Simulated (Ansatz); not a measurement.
Molecule: sum formula SiNH$_{2}$F$_{3}$, charge 0, multiplicity 1. SMILES: F[Si](F)(N)F
Structure (B3LYP-D3(BJ)/def2-TZVP (Ansatz, a program for electronic structure) minimum search):
```
Si
F 1 1.5800
F 1 1.5800 2 110.23
F 1 1.5841 2 105.72 3 113.80
N 1 1.6755 2 109.62 4 125.44
H 5 1.0060 1 122.47 2 -38.32
H 5 1.0060 6 112.93 1 163.76
```

Property: vertical triplet-singlet gap (E(triplet) - E(singlet); each state is the SCF solution reached for its spin), in eV. Cores are frozen in the correlated levels unless marked. UHF or UKS for open shells. No spin-orbit coupling. Non-relativistic. CBS(X,Y): correlation extrapolated as X^-3; Hartree-Fock from the larger set. The bracket is a focal-point correction in the basis named.

```csv
level,program,vertical triplet-singlet gap (eV)
HF/aug-cc-pV(T+d)Z,Ansatz,5.90
HF/aug-cc-pV(Q+d)Z,Ansatz,5.91
```

**Question.** Estimate the value at RI-MP2/CBS(aug-cc-pV(T+d)Z,aug-cc-pV(Q+d)Z)+[CCSD(T)-MP2]/aug-cc-pV(T+d)Z as computed with Ansatz.

**Answer.** 6.88 eV
